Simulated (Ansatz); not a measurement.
Species: CBr₃, SMILES `Br[C](Br)Br` (charge 0, multiplicity 2).

Q: Give a relaxed geometry from Ansatz (a program for electronic structure) with B3LYP-D3(BJ)/def2-TZVP.

A: the end point of this relaxation (outside a Z-matrix the atoms follow the SMILES, hydrogens last).
Bond lengths (Å): Br1–C2 1.883, C2–Br3 1.883, C2–Br4 1.883. Bond angles (°): Br1–C2–Br3 117.3, Br1–C2–Br4 117.3, Br3–C2–Br4 117.3.
